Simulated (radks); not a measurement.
Q: The mean radii <r> (bohr) of the occupied orbitals of an atom or ion are listed with their occupations. All-electron calculation, non-relativistic Kohn-Sham, PBEsol, spin-polarised, spherical densities, point nucleus. Program: a radial shooting solver on a logarithmic mesh with Libxc functionals.

| orbital | occ. | <r> |
|---|---|---|
| 1s down | 1 | 0.06424 |
| 1s up | 1 | 0.06424 |
| 2s up | 1 | 0.2963 |
| 2s down | 1 | 0.2961 |
| 2p up | 3 | 0.2612 |
| 2p down | 3 | 0.2610 |
| 3s up | 1 | 0.8677 |
| 3s down | 1 | 0.8689 |
| 3p up | 3 | 0.8959 |
| 3p down | 3 | 0.8977 |
| 3d up | 1 | 0.9477 |

Name the element and its charge. Open shells, if any, are filled with parallel spins first.

A: Z = 24, chromium, charge +5: Cr5+ in [Ar] 3d1. The 1s radius gives Z: for a bare nucleus <r> = 1.5/Z, 0.0625 bohr for Z = 24, and screening makes it slightly larger (0.06424 here). The occupations add up to 19, and the charge is Z minus that.
